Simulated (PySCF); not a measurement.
Record of a relaxation.

Species: C4H6SeSi.
Atom-mapped SMILES: `[SiH3:1][c:2]1[cH:3][cH:4][se:5][cH:6]1` (hydrogens: H7, H8, H9 on Si1; H10 on C3; H11 on C4; H12 on C6)

Computed by this run: LC-wPBE/def2-SV(P) geometry optimisation, gas phase in PySCF; density fitting, grid level 1; the optimiser is geomeTRIC in internal coordinates, started from a GFN2-xTB structure. 7 of its 13 geometries are shown. The frame can shift and turn from step to step; on so coarse a grid that alone can change the energy by a few meV, and forces under 0.02 eV/Å are noise.

Step 0: E = -77443.7816 eV, largest atomic force 0.951 eV/Å
```
atom  x, y, z in Å  |  force x, y, z in eV/Å
Si1    -1.961    0.039    0.088    0.936  -0.146  -0.089
C2     -0.094   -0.162   -0.002   -0.550  -0.368   0.033
C3      0.816    0.932    0.047    0.456  -0.058  -0.053
C4      2.127    0.603   -0.051   -0.080  -0.648  -0.057
Se5     2.378   -1.227   -0.226   -0.602   0.459   0.069
C6      0.530   -1.363   -0.140    0.584   0.232  -0.006
H7     -2.540   -1.169    0.677   -0.315  -0.448   0.201
H8     -2.492    0.242   -1.263   -0.320   0.100  -0.458
H9     -2.261    1.207    0.919   -0.209   0.446   0.303
H10     0.478    1.949    0.157   -0.093   0.624   0.067
H11     2.966    1.275   -0.034    0.450   0.399   0.016
H12     0.052   -2.325   -0.198   -0.257  -0.593  -0.025
```

Step 2: E = -77443.8407 eV, largest atomic force 0.248 eV/Å
```
atom  x, y, z in Å  |  force x, y, z in eV/Å
Si1    -1.940    0.057   -0.222   -0.038   0.003   0.084
C2     -0.095   -0.154   -0.019    0.050  -0.018   0.136
C3      0.848    0.936    0.030    0.013  -0.040   0.057
C4      2.143    0.568    0.212    0.024   0.063  -0.212
Se5     2.335   -1.259    0.279   -0.047   0.041   0.230
C6      0.507   -1.371    0.136   -0.056  -0.035  -0.239
H7     -2.636   -1.163    0.283    0.004  -0.004  -0.015
H8     -2.341    0.272   -1.644    0.048   0.008  -0.021
H9     -2.394    1.243    0.565   -0.022  -0.005  -0.008
H10     0.546    1.984   -0.056    0.010   0.001   0.021
H11     3.002    1.236    0.285    0.015  -0.006  -0.020
H12     0.009   -2.343    0.148    0.000  -0.008  -0.013
```

Step 4: E = -77443.8517 eV, largest atomic force 0.104 eV/Å
```
atom  x, y, z in Å  |  force x, y, z in eV/Å
Si1    -1.941    0.061   -0.208    0.005  -0.009  -0.025
C2     -0.096   -0.151    0.001   -0.036   0.002   0.029
C3      0.847    0.938    0.034    0.030  -0.095  -0.030
C4      2.144    0.563    0.187    0.068   0.071   0.016
Se5     2.327   -1.262    0.318   -0.025   0.041  -0.029
C6      0.502   -1.371    0.134   -0.042  -0.012   0.017
H7     -2.639   -1.173    0.256   -0.002  -0.003  -0.004
H8     -2.301    0.300   -1.638   -0.001   0.013   0.003
H9     -2.420    1.231    0.587   -0.004  -0.004   0.009
H10     0.550    1.986   -0.057    0.004  -0.007   0.007
H11     3.009    1.226    0.238    0.011   0.005   0.002
H12     0.003   -2.342    0.145   -0.008   0.001   0.006
```

Step 6: E = -77443.8538 eV, largest atomic force 0.035 eV/Å
```
atom  x, y, z in Å  |  force x, y, z in eV/Å
Si1    -1.942    0.068   -0.204    0.011   0.002  -0.008
C2     -0.099   -0.147    0.021   -0.009   0.001  -0.017
C3      0.854    0.933    0.033    0.002   0.028  -0.021
C4      2.152    0.558    0.169   -0.012  -0.016   0.012
Se5     2.321   -1.268    0.306    0.007  -0.015  -0.004
C6      0.492   -1.371    0.153    0.011  -0.004   0.033
H7     -2.641   -1.183    0.213    0.001  -0.001  -0.006
H8     -2.277    0.348   -1.633   -0.006   0.008   0.010
H9     -2.443    1.211    0.615    0.002  -0.004   0.009
H10     0.560    1.983   -0.060   -0.001  -0.002   0.001
H11     3.021    1.216    0.205   -0.009  -0.002  -0.003
H12    -0.013   -2.339    0.179    0.001   0.005  -0.007
```

Step 8: E = -77443.8565 eV, largest atomic force 0.093 eV/Å
```
atom  x, y, z in Å  |  force x, y, z in eV/Å
Si1    -1.941    0.090   -0.197   -0.023   0.003   0.061
C2     -0.103   -0.142    0.038    0.049  -0.028  -0.074
C3      0.868    0.922    0.004    0.002   0.015   0.037
C4      2.162    0.530    0.135   -0.035  -0.022  -0.014
Se5     2.305   -1.295    0.317   -0.013   0.007   0.026
C6      0.471   -1.371    0.198    0.005   0.023   0.006
H7     -2.635   -1.199    0.093   -0.001  -0.001  -0.006
H8     -2.257    0.503   -1.597    0.007   0.006  -0.012
H9     -2.466    1.147    0.718    0.001   0.000   0.003
H10     0.589    1.974   -0.107    0.003   0.005  -0.019
H11     3.041    1.176    0.139    0.006   0.000   0.002
H12    -0.049   -2.329    0.255    0.000  -0.008  -0.011
```

Step 10: E = -77443.8596 eV, largest atomic force 0.047 eV/Å
```
atom  x, y, z in Å  |  force x, y, z in eV/Å
Si1    -1.941    0.118   -0.183   -0.014  -0.002   0.027
C2     -0.103   -0.141    0.019    0.040  -0.012  -0.022
C3      0.885    0.905   -0.045   -0.002  -0.003   0.023
C4      2.171    0.496    0.113   -0.008   0.009  -0.010
Se5     2.283   -1.323    0.368   -0.018   0.016   0.007
C6      0.450   -1.372    0.231   -0.016  -0.006  -0.010
H7     -2.635   -1.194   -0.038   -0.001   0.000   0.000
H8     -2.261    0.690   -1.525    0.008   0.003  -0.008
H9     -2.464    1.063    0.849    0.000   0.002  -0.001
H10     0.627    1.956   -0.205    0.004   0.003  -0.011
H11     3.061    1.126    0.098    0.008  -0.001   0.004
H12    -0.087   -2.319    0.315    0.000  -0.009   0.001
```

Step 12: E = -77443.8598 eV, largest atomic force under 0.02 eV/Å
```
atom  x, y, z in Å  |  force x, y, z in eV/Å
Si1    -1.941    0.123   -0.182    0.002   0.002  -0.004
C2     -0.102   -0.144    0.011    0.001  -0.001   0.002
C3      0.887    0.902   -0.050    0.001   0.002   0.000
C4      2.171    0.492    0.116   -0.001   0.002   0.001
Se5     2.279   -1.325    0.378   -0.002  -0.001  -0.002
C6      0.447   -1.375    0.228   -0.002  -0.005   0.001
H7     -2.640   -1.188   -0.043    0.001   0.001   0.000
H8     -2.260    0.706   -1.520   -0.001   0.000   0.000
H9     -2.456    1.063    0.858    0.001   0.001   0.000
H10     0.630    1.952   -0.218    0.001   0.000   0.001
H11     3.062    1.121    0.104    0.000  -0.001   0.000
H12    -0.091   -2.321    0.314    0.000   0.000   0.001
```

Question: Summarise the path.

Answer: The energy falls by 1.80 kcal/mol from step 0 to step 12; nine tenths of that is first reached at step 5. It falls at every step. The largest force goes from 0.951 to under 0.02 eV/Å. Among the bonds Si1–H9 changes most (a near tie, within 0.001 Å, with another), from 1.464 to 1.494 Å; the atoms move by 0.294 Å rms after alignment.

Question: Follow the three bonds and two angles with the largest change from start to end.

Answer: 
| step | E above end (kcal/mol) | largest force (eV/Å) | Si1–H9 (Å) | Si1–H7 (Å) | Si1–H8 (Å) | C2–Si1–H9 (°) | H8–Si1–H9 (°) |
| --- | --- | --- | --- | --- | --- | --- | --- |
| 0 | 1.80 | 0.951 | 1.464 | 1.464 | 1.466 | 108.4 | 109.8 |
| 1 | 0.67 | 0.313 | 1.497 | 1.496 | 1.495 | 108.6 | 107.7 |
| 2 | 0.44 | 0.248 | 1.494 | 1.493 | 1.493 | 109.5 | 107.8 |
| 3 | 0.20 | 0.091 | 1.493 | 1.492 | 1.493 | 110.0 | 107.8 |
| 4 | 0.19 | 0.104 | 1.493 | 1.492 | 1.494 | 110.3 | 107.9 |
| 5 | 0.16 | 0.053 | 1.493 | 1.492 | 1.495 | 110.6 | 107.9 |
| 6 | 0.14 | 0.035 | 1.493 | 1.492 | 1.494 | 110.7 | 107.8 |
| 7 | 0.11 | 0.067 | 1.493 | 1.492 | 1.494 | 110.8 | 107.8 |
| 8 | 0.08 | 0.093 | 1.493 | 1.492 | 1.493 | 110.9 | 107.7 |
| 9 | 0.03 | 0.084 | 1.494 | 1.492 | 1.493 | 111.0 | 107.7 |
| 10 | 0.01 | 0.047 | 1.494 | 1.492 | 1.493 | 111.0 | 107.7 |
| 11 | 0.00 | 0.031 | 1.494 | 1.492 | 1.494 | 111.0 | 107.7 |
| 12 | 0.00 | under 0.02 | 1.494 | 1.492 | 1.494 | 111.0 | 107.7 |

The cost below is that of the whole optimisation. On Arm Neoverse V2, one thread, no GPU, shared host with 96 logical CPUs at a one-minute load of 28, this took 2.0 min wall and 0.61 GiB of memory at its peak.
